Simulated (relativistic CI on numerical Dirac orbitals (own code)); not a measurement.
# Nd²⁷⁺: q coefficients and field-shift factors

Method of calculation: Dirac-Coulomb-Breit CI, KLI orbitals optimised for each configuration, derivatives by finite differences, unscaled Slater integrals, QED left out (own radial code, finite nucleus).

Configuration list (outside the closed core [Ar] 3d10): 4s2 4p3, 4s 4p4, 4s2 4p2 4d, 4p5, 4s 4p3 4d, 4s2 4p2 4f, 4s2 4p 4d2, 4s2 4d3, 4s 4p 4d3, 4s2 4d2 4f. Double excitations out of closed p, d and f shells are left out; levels of such configurations are missing from the list, as are those of other unlisted configurations, and high levels can miss mixing partners.

With x = (α/α₀)² − 1 an excitation energy changes as ω = ω₀ + qx; K = 2q/ω₀ is the relative enhancement. Terms are leading LS components, so labels can repeat. The field-shift factor is F = δν/δ⟨r²⟩ for the transition from the lowest level.

Lowest level 4s2 4p3 2P°_3/2.

| Level | ω₀ (cm⁻¹) | q (cm⁻¹) | K | F (GHz/fm²) |
| --- | --- | --- | --- | --- |
| 4s2 4p3 4S°_3/2 | 207286 | 263700 | 2.54 | -14.3 |
| 4s2 4p3 2D°_5/2 | 239732 | 266400 | 2.22 | -14.4 |
| 4s2 4p3 2P°_1/2 | 281215 | 268000 | 1.91 | -15.8 |
| 4s2 4p3 2P°_3/2 | 492692 | 537000 | 2.18 | -32.2 |
| 4s 4p4 4P_5/2 | 733634 | 313500 | 0.855 | -396 |
| 4s 4p4 4P_3/2 | 812327 | 251400 | 0.619 | -284 |
| 4s 4p4 4P_1/2 | 830496 | 345900 | 0.833 | -401 |
| 4s2 4p2 4d 4F_3/2 | 897916 | 144800 | 0.322 | -112 |
| 4s2 4p2 4d 4F_5/2 | 960631 | 104000 | 0.216 | -7.26 |
| 4s 4p4 4P_3/2 | 974646 | 514200 | 1.06 | -363 |
| 4s 4p4 2D_5/2 | 1014151 | 532100 | 1.05 | -349 |
| 4s2 4p2 4d 4D_1/2 | 1051483 | 425900 | 0.81 | -207 |
| 4s2 4p2 4d 2P_3/2 | 1053452 | 384500 | 0.73 | -145 |
| 4s2 4p2 4d 2F_5/2 | 1082766 | 293700 | 0.542 | -18.4 |
| 4s2 4p2 4d 4F_7/2 | 1106697 | 293900 | 0.531 | -6.94 |
| 4s2 4p2 4d 4D_1/2 | 1114895 | 412000 | 0.739 | -161 |
| 4s2 4p2 4d 4D_7/2 | 1127363 | 330000 | 0.586 | -6.17 |
| 4s2 4p2 4d 4D_3/2 | 1141916 | 432700 | 0.758 | -179 |
| 4s2 4p2 4d 4F_9/2 | 1160578 | 340400 | 0.587 | -6.51 |
| 4s2 4p2 4d 2F_5/2 | 1180614 | 346200 | 0.586 | -28.7 |
| 4s2 4p2 4d 2P_3/2 | 1200207 | 335500 | 0.559 | -90.9 |
| 4s2 4p2 4d 4D_5/2 | 1224827 | 331900 | 0.542 | -42 |
| 4s2 4p2 4d 4P_1/2 | 1230902 | 311000 | 0.505 | -39.1 |

At this charge energies of transitions that change n are usually good to better than 1 %, and those within a shell (Δn = 0) to a few per cent.
